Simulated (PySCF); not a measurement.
C4H8OSi, SMILES C=C(CC=O)[SiH3]. Geometry: B3LYP-D3(BJ)/def2-SVP. The structure was generated by enumeration, and PubChem lists no compound with its InChIKey, so it may never have been made. The values are those of a single conformer.

### Question
Give the equilibrium geometry at B3LYP-D3(BJ)/def2-SVP (PySCF confirms it by a frequency run) as Cartesian coordinates in Å. (Estimate from the structure and the level; the computed values follow.)

### Answer
Several could match; the one computed here: 
```xyz
14

C      0.5226     1.7332    -0.7280
C      0.4533     0.6083     0.0019
Si     1.9277    -0.5617     0.0878
C     -0.8153     0.2573     0.7605
C     -1.6802    -0.7226    -0.0150
O     -2.8499    -0.5576    -0.2442
H     -0.3161     2.4385    -0.7788
H      1.4179     2.0005    -1.2978
H      1.5437    -1.9307    -0.3706
H      3.0307    -0.0410    -0.7670
H      2.3924    -0.6823     1.5025
H     -0.5673    -0.2248     1.7257
H     -1.4284     1.1463     0.9738
H     -1.1438    -1.6386    -0.3797
```
